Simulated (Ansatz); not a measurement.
A nudged elastic band was laid between two geometries of C2H10AlNSi (15 atoms, charge 0, multiplicity 1).

All numbers below come from Ansatz 0.2.0, RKS BLYP/def2-SVP.

| Property | Result |
| --- | --- |
| movable images | 6 |
| climbing image | no |
| spring | 5.0 eV/Å² |
| optimiser | quadratic models (default) |
| start path | IDPP |
| force threshold | 0.05 eV/Å |
| iteration limit | 60 |
| end points | relaxed |

Initial state:

```xyz
15
Properties=species:S:1:pos:R:3
C -2.158 0.360 -0.787
Al -0.381 -0.485 -0.633
N 0.386 -1.186 -2.095
C 0.611 -0.597 1.079
Si 1.457 0.991 1.669
H -2.913 -0.176 -0.171
H -2.539 0.382 -1.830
H -2.140 1.407 -0.416
H -0.021 -1.170 -3.035
H 1.295 -1.656 -2.129
H 1.384 -1.394 1.011
H -0.101 -0.910 1.876
H 0.456 2.105 1.821
H 2.152 0.828 2.995
H 2.489 1.447 0.673
```

Final state:

```xyz
15
Properties=species:S:1:pos:R:3
C -2.213 0.250 -0.608
Al -0.463 -0.641 -0.408
N 0.069 -1.816 -1.654
C 0.755 -0.293 1.116
Si 1.657 1.374 1.111
H -2.766 -0.077 -1.513
H -2.096 1.354 -0.670
H -2.869 0.057 0.269
H 0.950 -2.337 -1.651
H -0.465 -2.063 -2.493
H 1.519 -1.099 1.176
H 0.162 -0.344 2.057
H 0.673 2.513 1.091
H 2.541 1.565 2.315
H 2.525 1.506 -0.111
```

Problem. What changes between the two ends?

Solution. No bond is made or broken. The dihedral C1–Al2–N3–H10 goes from -179 to 1°.

Problem. Give the energies along the band, and the barrier.

Solution. It converged. The highest image is number 4 of 0 to 7, 0.39 eV above the ends, which have the same energy within 2 meV. No image climbed, so the highest image needn't sit at the top of the path.

```csv
image,path coordinate (Å),energy (eV),dihedral C1–Al2–N3–H10 (°)
0,0.00,0.00,-179
1,0.89,0.01,-178
2,1.78,0.05,-160
3,2.68,0.36,-114
4,3.57,0.39,-70
5,4.46,0.08,-24
6,5.35,0.01,-1
7,6.25,0.00,1
```

Problem. What is the geometry of the highest image?

Solution. 
```xyz
15
Properties=species:S:1:pos:R:3
C -2.276 -0.125 -0.380
Al -0.391 -0.710 -0.382
N 0.228 -1.769 -1.715
C 0.828 -0.132 1.068
Si 1.545 1.614 0.982
H -2.991 -0.973 -0.438
H -2.454 0.483 -1.297
H -2.554 0.501 0.491
H 0.910 -1.506 -2.429
H -0.023 -2.750 -1.858
H 1.669 -0.857 1.136
H 0.255 -0.202 2.022
H 0.440 2.635 0.980
H 2.459 1.937 2.134
H 2.335 1.802 -0.286
```

Time of the run: 69 s on 2 threads of INTEL(R) XEON(R) PLATINUM 8581C CPU @ 2.30GHz (Emerald Rapids) (shared host), peak memory 0.19 GiB.
